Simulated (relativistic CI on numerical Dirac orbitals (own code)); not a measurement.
**Os²⁴⁺: q coefficients and field-shift factors**

These numbers are calculated, not measured: Dirac-Coulomb-Breit CI, separate exchange-only KLI orbitals for each configuration, derivatives by finite differences, unscaled Slater integrals, QED left out (own radial code, finite nucleus).

Configurations in the expansion (outside the closed core [Kr] 4d10): 4f⁶, 4f⁵5s, 4f⁴5s². Levels of other configurations are missing.

With x = (α/α₀)² − 1 an excitation energy changes as ω = ω₀ + qx; K = 2q/ω₀ is the relative enhancement. Terms are leading LS components, so labels can repeat. The field-shift factor is F = δν/δ⟨r²⟩ for the transition from the lowest level.

Lowest level 4f⁶ ⁷F0.

```
   Level  ω₀ (cm⁻¹)  q (cm⁻¹)      K  F (GHz/fm²)
 4f⁶ ⁷F1     8029.5     19280    4.8        0.834
 4f⁶ ⁷F2    16117.2     32860   4.08         1.45
 4f⁶ ⁷F3    23323.6     41580   3.57         1.87
 4f⁶ ⁷F4    29588.9     47030   3.18         2.15
 4f⁶ ⁷F5    34782.5     49430   2.84         2.31
 4f⁶ ⁷F6    38242.3     46090   2.41         2.22
 4f⁶ ⁷F0    42533.4     22500   1.06         1.34
 4f⁶ ⁵D1    58052.6     37240   1.28         2.07
 4f⁶ ⁵L6    65207.0     17060  0.523         1.37
 4f⁶ ⁵D2    72951.0     46790   1.28          2.6
 4f⁶ ⁵G2    77589.2     24100  0.621         1.77
 4f⁶ ⁵L7    78130.9     35320  0.904         2.22
 4f⁶ ⁵G3    80408.7     29220  0.727         1.99
 4f⁶ ⁵H5    80602.2     33360  0.828         2.16
 4f⁶ ⁵L6    81814.4     42800   1.05         2.55
 4f⁶ ⁵H4    82718.1     35640  0.862         2.27
 4f⁶ ⁵L8    85849.0     44300   1.03         2.66
 4f⁶ ⁵D3    86399.4     48650   1.13         2.82
4f⁶ ⁵L10    88959.0     40260  0.905         2.56
 4f⁶ ⁵L9    90465.1     48900   1.08          2.9
 4f⁶ ⁵F4    95058.4     34830  0.733         2.37
 4f⁶ ⁵D0    96067.5     44460  0.926         2.76
 4f⁶ ⁵H7    96414.3     46920  0.973         2.86
```

At this charge energies of transitions that change n are usually good to better than 1 %, and those within a shell (Δn = 0) to a few per cent. Terms inside the open d or f shell come out 10 to 20 % too wide with unscaled integrals.
